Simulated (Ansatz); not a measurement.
Computed with Ansatz on PBE0-D4/def2-TZVP structures; ΔE is electronic, products minus reactants. CBS: MP2 limit from def2 TZ/QZ plus the TZ coupled-cluster correction, frozen cores. This one scheme is used for every species. Double bonds are as drawn, so ΔE can hold a change between cis and trans.

`F/[C]([AlH2])=C\[SiH3]` + H–F → `F/C=[C](\F)[AlH2]` + SiH₄  (substitution at a C–Si bond)

```
                 species  CCSD(T)/CBS(def2) energy (Eh)
`F/[C]([AlH2])=C\[SiH3]`                     -710.54827
                     H–F                     -100.39570
     `F/C=[C](\F)[AlH2]`                     -519.44452
                    SiH₄                     -291.46306
```

**Question.** Work out ΔE.

**Answer.** ΔE = (-519.44452) + (-291.46306) − (-710.54827) − (-100.39570) = 0.03639 Eh = +22.8 kcal/mol.

Largest T1 diagnostic among the species: 0.013.

The D4 term adds +2.1 kcal/mol with B3LYP and +1.2 kcal/mol with PBE0; it sums over pairs of atoms, weighted by their polarisabilities, and B3LYP, whose exchange is more repulsive, gets the larger term. From PBE to PBE0 (25 % exact exchange), in def2-TZVPP and without D4, ΔE moves by +1.4 kcal/mol.

B3LYP here is the variant with VWN-RPA as its local correlation; programs differ in this.
